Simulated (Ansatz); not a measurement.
`N[Si@@H](F)S[Si@@H](N)F` + NH₃ → `N[SiH](N)F` + `N[SiH](F)S`  (ligand exchange at the Si–S bond)

Calculated with Ansatz (gas phase, PBE0-D4/def2-TZVP geometries, no zero-point term in ΔE). CBS: MP2 limit from def2 TZ/QZ plus the TZ coupled-cluster correction, frozen cores. This one scheme is used for every species. Functionals use def2-TZVPP. Each species was taken in one conformer, which may not be the lowest.

```tsv
species	BLYP energy (Eh)
`N[Si@@H](F)S[Si@@H](N)F`	-1290.35977
NH₃	-56.56118
`N[SiH](N)F`	-502.04440
`N[SiH](F)S`	-844.88031
```

**Question.** Work out ΔE.

**Answer.** ΔE = (-502.04440) + (-844.88031) − (-1290.35977) − (-56.56118) = -0.00376 Eh = -9.9 kJ/mol. CCSD(T)/CBS gives -0.4 kJ/mol.

Largest T1 diagnostic among the species: 0.011.

From BLYP to BHLYP (50 % exact exchange), in def2-TZVPP and without D4, ΔE moves by −3.4 kJ/mol. In def2-TZVPP, CCSD(T) changes the Hartree–Fock value by +14.3 kJ/mol (the triples alone add +3.8 kJ/mol) and MP2 by +18.1 kJ/mol.
